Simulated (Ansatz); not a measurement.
Relaxation of CH₆BFGeS (11 atoms, charge 0, multiplicity 1), to a largest force component of 0.02 eV/Å in at most 50 steps.

Level of theory: Ansatz 0.2.0, RKS BLYP/def2-SVP.

```xyz
11
Properties=species:S:1:pos:R:3
B -1.685 1.718 0.585
S -1.377 -0.091 0.527
C 0.303 0.111 -0.085
F 1.183 0.734 0.893
Ge 1.081 -1.653 -0.474
H -1.507 2.401 1.549
H -2.147 2.304 -0.378
H -1.791 -1.396 0.353
H 2.538 -1.470 -0.923
H 1.073 -2.501 0.859
H 0.211 -2.339 -1.523
```

Task: Where does it end, and by what steps?

Result: The run converged. After 14 steps the energy has fallen by 4.477 eV; H7 moved furthest, 1.42 Å. Joined: B1–C3.

```
step  energy less start (eV)  largest force component (eV/Å)  accepted
   0                  0.0000                           1.900       yes
   1                 -0.6426                           1.101       yes
   2                 -1.1548                           1.348       yes
   3                 -1.6349                           1.738       yes
   4                 -2.4026                           2.102       yes
   5                 -3.3250                           1.776       yes
   6                 -3.8083                           2.490       yes
   7                 -4.1984                           0.786       yes
   8                 -4.3765                           0.528       yes
   9                 -4.4358                           0.340       yes
  10                 -4.4696                           0.134       yes
  11                 -4.4731                           0.067       yes
  12                 -4.4755                           0.053       yes
  13                 -4.4581                           0.245        no
  14                 -4.4768                           0.018       yes
```

```xyz
11
Properties=species:S:1:pos:R:3
B -0.950 1.279 0.156
S -1.684 -0.262 1.428
C 0.082 0.199 0.610
F 0.954 0.508 1.632
Ge 0.858 -1.290 -0.488
H -1.002 2.310 0.791
H -1.472 1.181 -0.932
H -2.079 -1.158 0.476
H 2.090 -0.717 -1.239
H 1.300 -2.448 0.444
H -0.214 -1.785 -1.495
```

Whether the end is a true minimum wasn't checked by a vibrational analysis.

Run time: 26 s on 2 threads of Intel(R) Xeon(R) 6975P-C (Granite Rapids), on a shared host, peak memory 0.2 GiB.
